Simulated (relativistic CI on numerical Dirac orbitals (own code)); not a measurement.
**Fe+ in a cubic cluster: L2,3 absorption with charge transfer**

Computed with a charge-transfer multiplet model of a cubic metal-ligand cluster with up to 2 ligand holes, Slater and spin-orbit integrals from Dirac-Coulomb-Breit ions, Slater integrals scaled by 0.8. The ground state mixes d7 with configurations of k ligand holes L, whose averages lie at kΔ + k(k − 1)U_dd/2; a core hole lowers each added d electron by U_cd. 300 K, Lorentzian 0.4 eV and Gaussian 0.3 eV FWHM.

Atomic integrals in eV (Slater integrals scaled, ζ unscaled), ground: F2dd 7.751, F4dd 4.773, zeta_d 0.042; with the core hole: F2dd 8.441, F4dd 5.207, zeta_d 0.059, zeta_core 8.141, F2cd 4.939, G1cd 3.627, G3cd 2.059.

Cluster parameters (eV): Δ = 7.1, U_dd = 5.5, 10Dq = 0.95, 10Dq(ligand) = 0.6, V(eg) = 2.75, V(t2g) = -1.31, final-state hopping factor = 1.

| Case | n_d | d7 | d8L | d9L2 | S |
| --- | --- | --- | --- | --- | --- |
| U_cd = 4.6 eV | 7.18 | 0.83 | 0.17 | 0.01 | 1.40 |
| U_cd = 5.2 eV | 7.18 | 0.83 | 0.17 | 0.01 | 1.40 |
| U_cd = 5.8 eV | 7.18 | 0.83 | 0.17 | 0.01 | 1.40 |
| U_cd = 6.4 eV | 7.18 | 0.83 | 0.17 | 0.01 | 1.40 |
| U_cd = 7 eV | 7.18 | 0.83 | 0.17 | 0.01 | 1.40 |

Weights, n_d and S are thermal averages at 300 K. Photon energies count from the first peak over 30 % of the highest in each spectrum, which can be another peak from case to case. The parameters are a model scan and need not match a compound or its usual spin state. Peaks in eV (height, largest 100):
- U_cd = 4.6 eV: 0.0 (49), 0.8 (37), 1.8 (100), 2.9 (98), 4.0 (21), 13.3 (5), 14.4 (22), 15.0 (27), 15.5 (20)
- U_cd = 5.2 eV: 0.0 (50), 0.7 (36), 1.8 (100), 2.8 (96), 3.9 (20), 13.2 (5), 14.3 (23), 14.9 (26), 15.5 (20)
- U_cd = 5.8 eV: 0.0 (50), 0.7 (36), 1.8 (100), 2.8 (94), 4.0 (20), 13.3 (5), 14.3 (23), 15.0 (26), 15.5 (20)
- U_cd = 6.4 eV: 0.0 (51), 0.7 (35), 1.8 (100), 2.8 (92), 3.9 (20), 13.2 (6), 14.3 (23), 15.0 (25), 15.5 (20)
- U_cd = 7 eV: 0.0 (52), 0.6 (35), 1.8 (100), 2.8 (90), 3.9 (20), 13.1 (5), 14.4 (23), 15.0 (25), 15.6 (21)

Curve for U_cd = 5.2 eV (points under 2 left out, the grid thinned):

(E (eV), Intensity): (-1.6, 2.1), (-1.3, 2.9), (-1.0, 4.4), (-0.7, 7.8), (-0.4, 20.1), (-0.1, 48.5), (0.2, 35.4), (0.5, 32.4), (0.8, 34.4), (1.1, 41.7), (1.4, 72.6), (1.8, 100.0), (2.1, 66.1), (2.4, 55.8), (2.7, 89.5), (3.0, 77.1), (3.3, 34.7), (3.6, 20.9), (3.9, 20.2), (4.2, 18.5), (4.5, 14.1), (4.8, 12.2), (5.1, 8.5), (5.4, 5.9), (5.7, 4.2), (6.0, 2.9), (6.3, 2.0), (12.4, 3.5), (12.7, 4.1), (13.0, 4.8), (13.3, 5.2), (13.6, 5.8), (13.9, 11.4), (14.2, 21.7), (14.6, 20.9), (14.9, 26.0), (15.2, 21.1), (15.5, 19.9), (15.8, 16.5), (16.1, 12.6), (16.4, 11.3), (16.7, 7.8), (17.0, 4.2), (17.3, 2.7), (17.6, 2.1)

For the case U_cd = 6.4 eV, Δ = 7.1 eV is larger than U_dd = 5.5 eV, the Mott-Hubbard side of the Zaanen-Sawatzky-Allen scheme. With the core hole the configuration with one ligand hole lies at Δ + U_dd − U_cd = 8.0, 7.4, 6.8, 6.2, 5.6 eV from the one without, in the order of the table; where this is negative the screened configuration lies lower.
